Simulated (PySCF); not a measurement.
(H2Ga-mu-H)2.
Z-matrix (Å and degrees, PBE0-D3(BJ)/def2-SVP geometry), rows numbered from 1:
```
Ga
H   1  1.5562
H   1  1.5561  2  130.51
H   1  1.7524  2  107.98  3   135.18
Ga  4  1.7540  1   95.29  2   107.28
H   5  1.5561  4  107.99  1   107.14
H   5  1.5561  4  107.82  1  -107.55
H   5  1.7525  4   84.79  1    -0.09
```

Computed, not measured: TDDFT wB97X-D/def2-SVPD, vertical, gas phase, core orbitals frozen in the response (PySCF 2.14.0, density-fitted response routines). Relativistic effects, spin–orbit coupling among them, are left out although an element past zinc is present.

Kohn–Sham orbitals with the atoms that hold most of them (Löwdin shares over 4%, at most four atoms; ? is withheld):

```tsv
orbital	ε (eV)	atoms
HOMO-3	-11.39	H4 24%, H8 24%, Ga5 24%, Ga1 24%
HOMO-2	-11.16	Ga1 21%, Ga5 21%, H3 13%, H6 13%
HOMO-1	-10.99	Ga5 24%, Ga1 24%, H7 10%, H3 9%
HOMO	-10.55	?
LUMO	?	?
LUMO+1	1.35	Ga1 41%, Ga5 40%, H8 6%, H4 6%
LUMO+2	1.44	Ga5 30%, Ga1 29%, H7 8%, H6 8%
```

(1) Which atoms hold the HOMO, and with what shares?

(2) Give the leading atoms of the LUMO.

(3) What is the LUMO energy, and the HOMO–LUMO gap?

Results:

(1) Ga5 (bonded to 4 H) 22%; Ga1 (bonded to 4 H) 22%; H6 (bonded to Ga) 14%; H2 (bonded to Ga) 14%. By element: gallium 44%, hydrogen 28% or more.

(2) Ga1 (bonded to 4 H) 31%; Ga5 (bonded to 4 H) 31%; H8 (bonded to 2 Ga) 10%; H4 (bonded to 2 Ga) 10%. By element: gallium 61%, hydrogen 20% or more.

(3) ε(LUMO) = 0.44 eV; the gap is 10.99 eV (0.4038 hartree).

Q: How does S1 compare with the orbital gap of 10.99 eV?

A: S1 is at 6.51 eV (f = 0.0000), 4.48 eV below the gap, made of HOMO→LUMO (96%). Without the coupling terms of the response equations the lowest excitation would equal the gap.

Q: One configuration dominates each of S1, S2, S3 and S6. Which, and how do the shares of the two leading atoms of either orbital change from the occupied to the empty one?

A: 
- S1 (6.51 eV, f 0.0000), HOMO→LUMO (96%): Ga5 22% → 31%, Ga1 22% → 31%
- S2 (6.84 eV, f 0.0000), HOMO-1→LUMO (96%): Ga5 24% → 31%, Ga1 24% → 31%
- S3 (7.02 eV, f 0.0000), HOMO-2→LUMO (92%): Ga1 21% → 31%, Ga5 21% → 31%
- S6 (8.03 eV, f 0.0001), HOMO→LUMO+1 (74%): Ga5 22% → 40%, Ga1 22% → 41%

Löwdin shares depend on the basis, the more so with diffuse functions.

Time: 12 s of wall time. Hardware: Arm Neoverse V2, one thread, no GPU, on a shared host.
